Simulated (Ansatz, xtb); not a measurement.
System: sum formula LaOH, charge 0, multiplicity 1. SMILES: [OH][La]
Geometry from a B3LYP-D3(BJ)/def2-TZVP (Ansatz, a first-principles code) optimisation:
```xyz
3

La     0.0000     0.0000    -0.3004
O      0.0000     0.0000     1.7961
H      0.0000     0.0000     2.7541
```
Charge 0, spin multiplicity 1.

Harmonic wavenumbers from GFN2-xTB (xtb, at its own minimum), cm⁻¹: 195, 287, 287, 3616.

Task: Give the harmonic wavenumbers at B3LYP-D3(BJ)/def2-TZVP (Ansatz, finite differences of forces, unscaled).

Result: 339, 339, 612, 3901 cm⁻¹. Zero-point energy 7.4 kcal/mol.

Task: From these and the geometry, give the ideal-gas thermochemistry at 298.15 K and 1 atm (rigid rotor, harmonic oscillator).

Result: Point group C∞v, rotational symmetry number 1. Rotational constants 7.105, 7.105 GHz. S(trans) 41.04, S(rot) 15.45, S(vib) 2.86, S(elec, spin only) 0.00, S 59.4 cal/(mol K). H(298) - H(0) 2.64 kcal/mol; G - E(el) -7.6 kcal/mol.
